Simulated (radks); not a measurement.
Task: Neutral tungsten: order these configurations by energy. All-electron calculation, Dirac Kohn-Sham, relativistic LDA (MacDonald-Vosko exchange, VWN5 correlation), spin-unpolarised, spherical densities, finite nucleus; Fermi nuclear charge, rms radius of each element as measured or else 0.836 A^(1/3) + 0.57 fm. Program: a radial shooting solver on a logarithmic mesh with Libxc functionals. Sub-shells are occupied by j as written (lower j first in brackets). [Xe] 4f14 5d(3/2: 3, 5/2: 0) 6s2 6p(1/2: 1, 3/2: 0); [Xe] 4f14 5d(3/2: 4, 5/2: 0) 6s1 6p(1/2: 1, 3/2: 0); [Xe] 4f14 5d(3/2: 4, 5/2: 0) 6s2; [Xe] 4f14 5d(3/2: 4, 5/2: 1) 6s1.

Result: From the lowest, in eV above it: [Xe] 4f14 5d(3/2: 4, 5/2: 0) 6s2 0.000; [Xe] 4f14 5d(3/2: 4, 5/2: 1) 6s1 1.896; [Xe] 4f14 5d(3/2: 3, 5/2: 0) 6s2 6p(1/2: 1, 3/2: 0) 3.930; [Xe] 4f14 5d(3/2: 4, 5/2: 0) 6s1 6p(1/2: 1, 3/2: 0) 4.069.
